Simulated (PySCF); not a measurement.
Yb⁶³⁺: ionisation energy

Yb⁶³⁺ [He] 2s2 2p3 (4S) → Yb⁶⁴⁺ [He] 2s2 2p2 (3P), as a difference of total energies. Computed with PySCF 2.14 in an even-tempered Gaussian basis (18 s from 42 bohr⁻², ratio 2.2; 13 p from 54 bohr⁻², ratio 2.2; 5 d from 200 bohr⁻², ratio 2.4; 5 f from 300 bohr⁻², ratio 2.4; 4 g from 450 bohr⁻², ratio 2.4), with scalar relativity by spin-free X2C-1e. Correlated levels: nothing frozen; virtual orbitals above 40 to 60 times the deepest correlated orbital energy dropped. The calculations carry no spin-orbit coupling.

```csv
method,ionisation energy (eV)
UHF,15161.2
LDA,15153.0
PBE,15155.3
PBE0,15157.1
r2SCAN,15161.7
B3LYP,15157.9
MP2 (all electrons),15161.4
```

**Question.** Estimate what M06-2X gives.

**Answer.** 15157.9 eV, closest to B3LYP among the rows shown.

**Question.** Estimate what SCS-MP2 (all electrons) gives.

**Answer.** 15160.8 eV, closest to UHF among the rows shown.

Spin-orbit coupling is strong in these open shells (close to jj coupling). The scalar numbers leave it out and a first-order estimate fails, so it can dominate the gap to the real levels.

For this ion Breit and QED terms and the two-electron picture change, all absent here, outweigh the differences among the correlated methods.

For comparison: 14752 ± 19 eV (theoretical estimate listed by NIST; NIST Atomic Spectra Database, ionization energies).
